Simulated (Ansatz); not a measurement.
`O[SiH](F)[SiH2]Br` → `O[SiH2]F` + `[SiH]Br` at 400 K and 1 bar (silylene formation by 1,1-elimination).

Program: Ansatz. Geometries: PBE0-D4/def2-TZVP. ΔE: electronic, gas phase. CCSD(T)/CBS adds triple-zeta CCSD(T) − MP2 to the extrapolated MP2 energy (def2 sets, frozen cores). For Br outer-core shells are correlated without core-valence functions, which leaves a few kJ/mol of doubt a bond. Scalar relativity is left out up to krypton. Each species was taken in one conformer, which may not be the lowest.

```tsv
species	CCSD(T)/CBS energy (Eh)	H − E (kJ/mol)	S (J/(mol·K))
`O[SiH](F)[SiH2]Br`	-3329.01056	154.1	417.0
`O[SiH2]F`	-465.96250	110.6	296.9
`[SiH]Br`	-2862.97869	34.6	275.9
```

H − E and S are ideal-gas, rigid-rotor, harmonic terms from PBE0-D4/def2-TZVP, for one conformer and one mirror image of each species. 1 Eh = 2625.50 kJ/mol, R = 8.31446 J/(mol·K).

By hand: ΔE, ΔH, ΔS and ΔG.

ΔE = (-465.96250) + (-2862.97869) − (-3329.01056) = 0.06937 Eh = 182.1 kJ/mol. Δ(H − E) = 110.6 + 34.6 − 154.1 = -8.9, so ΔH = 173.2 kJ/mol. ΔS = 296.9 + 275.9 − 417.0 = 155.8 J/(mol·K). ΔG = 173.2 − 400 × (155.8)/1000 = 110.9 kJ/mol.

By hand: the equilibrium constant, and the temperature at which ΔG would vanish if ΔH and ΔS stayed fixed.

log₁₀ K = −ΔG/(RT ln 10) = -14.5. ΔG = 0 at ΔH/ΔS = 1112 K.

The number of gas molecules changes by +1, which sets the sign of ΔS. A doubt of 5 kJ/mol in ΔE shifts log₁₀ K by 0.7 here. Other conformers and mirror images would add mixing entropy, several J/(mol·K) or more a flexible species. Modes under 60 cm⁻¹, often nearly free rotors, make the harmonic entropy too high. These are equilibria of isolated gas molecules and say nothing of rates. Largest T1 diagnostic: 0.011 (customary marks: 0.02 for closed shells, 0.045 for open ones).
